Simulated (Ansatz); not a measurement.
Input file for Ansatz (a program for electronic structure): R-RI-MP2/cc-pVQZ on C2H8Ge (SMILES C[CH2][GeH3]), a point of a torsion scan. Files ending in .json are basis or fitting sets from the Basis Set Exchange. The run froze 16 orbitals, filled d shells among them.

Ansatz 0.2 input:
```yaml
crystal:
  periodic: [false, false, false]
  atoms:
    - {symbol: C, position_ang: [-1.33230008, 0.55898770, 0.15526466]}
    - {symbol: C, position_ang: [-0.38434757, -0.62024840, -0.02039347]}
    - {symbol: Ge, position_ang: [0.67520748, -0.49672665, -1.68103058]}
    - {symbol: H, position_ang: [-2.03508078, 0.61224450, -0.67477847]}
    - {symbol: H, position_ang: [-0.77698459, 1.49511288, 0.18724464]}
    - {symbol: H, position_ang: [-1.90128860, 0.46730175, 1.07932302]}
    - {symbol: H, position_ang: [-0.95264835, -1.55252353, -0.02991489]}
    - {symbol: H, position_ang: [0.29636408, -0.67641703, 0.83149704]}
    - {symbol: H, position_ang: [1.49641812, 0.75265593, -1.71435304]}
    - {symbol: H, position_ang: [-0.20325478, -0.47079227, -2.89105440]}
    - {symbol: H, position_ang: [1.61191602, -1.65336664, -1.83178448]}
basis:
  gaussian:
    orbitals: cc-pVQZ
    fitting: {mean_field: def2-universal-JKFIT, correlation: cc-pVQZ-RIFIT.json}
magnetization: {spin_polarized: false}
correlation: {method: mp2, electrons: outside_noble_gas}
scf: {lower_state_search: off}
```

Question: Give the final energy of this run.

Answer: -2156.3438 hartree.

Question: How many basis functions does it have, and what does it roughly cost on one machine?

Answer: 418 functions; about 6 core-seconds (a rough figure).
